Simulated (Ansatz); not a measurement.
Isomers of H5BSi2. All species are isolated molecules in the gas phase. One relaxed conformer stands for each flexible species; it need not be the lowest. Strings in code marks are SMILES.

Quantity: electronic energy of isomers of H5BSi2 relative to `B[SiH]=[SiH2]`, in eV. The DFT solution of `[SiH2]=B[SiH3]` is unstable or spin-contaminated; the geometry comes from it.

Level 1: PBE/cc-pVTZ // PBE0-D3(BJ)/def2-TZVP (Ansatz, a program for electronic structure)
Level 2: PBE0/cc-pVTZ // PBE0-D3(BJ)/def2-TZVP (Ansatz)
Level 3: r2SCAN/cc-pVTZ // PBE0-D3(BJ)/def2-TZVP (Ansatz)
Level 4: r2SCAN0/cc-pVTZ // PBE0-D3(BJ)/def2-TZVP (Ansatz)

```tsv
species	level 1	level 2	level 3	level 4
`[H]/B=[SiH]\[SiH3]`	0.80	0.78	0.77	0.76
`[SiH2]=B[SiH3]`	1.03	0.99	0.99	0.98
```
